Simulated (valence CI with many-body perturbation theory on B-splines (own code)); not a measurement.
Ce XXV: one-electron terms

Computed by valence CI with perturbative core correlation (CI+MBPT): six valence electrons over a frozen Dirac-Fock core [Ar] 3d10, a basis of 9 s, 9 p, 8 d, 6 f, 3 g, 1 h functions for each j, with the one-electron correlation potential Σ1 (screened to all orders), the two-electron term Σ2, the three-electron term Σ3, Breit, model QED; selected single and double excitations, second order for the rest, scaled by the run's own slope (own B-spline code, finite nucleus).

No measured spectrum was set against this ion. As an estimate, levels hold to about 250 cm⁻¹ or 0.2 % of their energy and the worst to 1 %, as in measured heavy ions of charge 2 to 7; those with d or f electrons hold less well. Among the levels kept, up to 700 cm⁻¹ of a level comes from second order outside the variational space, and about a tenth of that is noise between levels of different J, which matters for small intervals.

These are the spectroscopic orbitals of the CI (the correlating ones are not listed), shaped by the core and the other valence electrons. h is the expectation value of the core's Dirac-Fock operator, without the valence repulsion; Σ1 is computed up to l = 3 at one energy for each symmetry, that of its lowest orbital but kept below the first core excitation, so for empty shells it is not the orbital's own correlation shift; Breit and QED include the response of the core.

| Orbital | h (hartree) | Σ1 (cm⁻¹) | Breit (cm⁻¹) | QED (cm⁻¹) | ⟨r⟩ (bohr) |
| --- | --- | --- | --- | --- | --- |
| 4s1/2 | -40.468 | -12324 | 4361 | 3281 | 0.5842 |
| 5s1/2 | -23.7 | -4127 | 1817 | 1385 | 1.019 |
| 6s1/2 | -15.566 | -1924 | 912 | 704 | 1.578 |
| 7s1/2 | -11.012 | -1073 | 529 | 410 | 2.254 |
| 4p1/2 | -38.197 | -12515 | 6733 | -66.7 | 0.5901 |
| 5p1/2 | -22.611 | -4274 | 2841 | -26.3 | 1.042 |
| 6p1/2 | -14.972 | -2042 | 1466 | -13.2 | 1.616 |
| 7p1/2 | -10.652 | -1155 | 862 | -7.6 | 2.307 |
| 4p3/2 | -37.183 | -11381 | 4161 | 254 | 0.6081 |
| 5p3/2 | -22.149 | -4005 | 1767 | 110 | 1.066 |
| 6p3/2 | -14.723 | -1939 | 967 | 57.6 | 1.644 |
| 7p3/2 | -10.502 | -1104 | 570 | 34.1 | 2.341 |
| 4d3/2 | -33.514 | -11954 | 2649 | -180 | 0.6121 |
| 5d3/2 | -20.408 | -4248 | 1158 | -75.5 | 1.103 |
| 6d3/2 | -13.775 | -2128 | 627 | -40.3 | 1.706 |
| 4d5/2 | -33.303 | -11572 | 1565 | -70.7 | 0.6172 |
| 5d5/2 | -20.31 | -4127 | 665 | -28.4 | 1.109 |
| 6d5/2 | -13.72 | -2069 | 360 | -14.8 | 1.714 |
| 4f5/2 | -29.38 | -11150 | 755 | -80.3 | 0.5956 |
| 5f5/2 | -18.565 | -3612 | 346 | -38.8 | 1.123 |
| 4f7/2 | -29.341 | -10902 | 180 | -50.1 | 0.5972 |
| 5f7/2 | -18.542 | -3527 | 83.7 | -24.0 | 1.125 |
| 5g7/2 | -17.738 |  | 12.5 | -5.2 | 1.058 |
| 5g9/2 | -17.73 |  | -9.3 | 0.5 | 1.058 |

Among the shells of the start configuration 4s2 4p4, Σ1 is largest in size for 4p1/2, where it is 0.15 % of h.

Lowest root of each symmetry, sizes in configuration state functions:

```csv
J,Parity,Roots,Reference,Variational,Second order,Change by selected CI (cm⁻¹),Change by second order (cm⁻¹)
0,even,3,20,37472,760745,-20009,-35
1,even,2,37,54551,2312303,-18542,-85
2,even,3,56,54077,3553262,-18729,-98
0,odd,5,25,46740,1072937,-27603,-48
1,odd,10,65,59987,3157648,-20798,-200
2,odd,10,81,57182,4961245,-17624,-391
3,odd,8,74,56887,6271143,-29134,-559
4,odd,5,51,52531,5242814,-29878,-396
5,odd,1,27,44816,3564959,-33355,-185
```
